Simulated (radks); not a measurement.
Removal energies from the silicon ion Si+, [Ne] 3s2 3p(1/2: 1, 3/2: 0), by Delta-SCF beside the eigenvalue of the level emptied. Calculated with a radial shooting solver on a logarithmic mesh with Libxc functionals: Dirac Kohn-Sham, PBE, spin-unpolarised, spherical densities, finite nucleus; Fermi nuclear charge, rms radius of each element as measured or else 0.836 A^(1/3) + 0.57 fm. Sub-shells are occupied by j as written (lower j first in brackets).

\begin{tabular}{lrrr}
removed from & final configuration & Delta-SCF (eV) & -eigenvalue (eV) \\ \hline
3p1/2 & [Ne] 3s2 & 16.020 & 11.676 \\
3s1/2 & [Ne] 3s1 3p(1/2: 1, 3/2: 0) & 24.046 & 19.026 \\
2p3/2 & [He] 2s2 2p(1/2: 2, 3/2: 3) 3s2 3p(1/2: 1, 3/2: 0) & 120.93 & 104.83 \\
2p1/2 & [He] 2s2 2p(1/2: 1, 3/2: 4) 3s2 3p(1/2: 1, 3/2: 0) & 121.64 & 105.48 \\
\end{tabular}
